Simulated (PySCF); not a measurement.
**PSe₂⁺: from structure and modes to constants**

Computed with PySCF, PBE0, basis P def2-TZVP, Se def2-TZVP (no relativity, density fitting).

The singlet minimum has D∞h symmetry. Masses (u): P 30.97376, Se 79.91652.

```xyz
3
charge 1 multiplicity 1, angstrom
P     0.0000    0.0000    0.0000
Se    1.9789    0.0000    0.0000
Se   -1.9789    0.0000    0.0000
```

Harmonic wavenumbers (cm⁻¹): 144.4 (πu, ×2), 332.1 (σg+, ×1), 813.7 (σu+, ×1).

(1) Find the principal moments of inertia and the rotational constants. What kind of rotor is it?

(2) What is the harmonic zero-point energy?

(3) Find the bond force constant k and the stretch–stretch coupling k′ of the valence force field.

## Answers

(1) About the centre of mass I = 625.9 u Å². With B = 16.8576/I this gives 0.02693 cm⁻¹. The molecule is linear.

(2) Half the sum of all 4 wavenumbers, 1435/2 = 717 cm⁻¹, which is 8.6 kJ/mol (1 cm⁻¹ = 0.0119627 kJ/mol).

(3) For linear XMX, 4π²c²ω(σg)² = (k + k′)/mX and 4π²c²ω(σu)² = (k − k′)(1 + 2mX/mM)/mX. So k + k′ = 5.195 and k − k′ = 5.061 mdyn/Å, giving k = 5.128 and k′ = 0.067 mdyn/Å.

This need not be the most stable arrangement of these atoms.
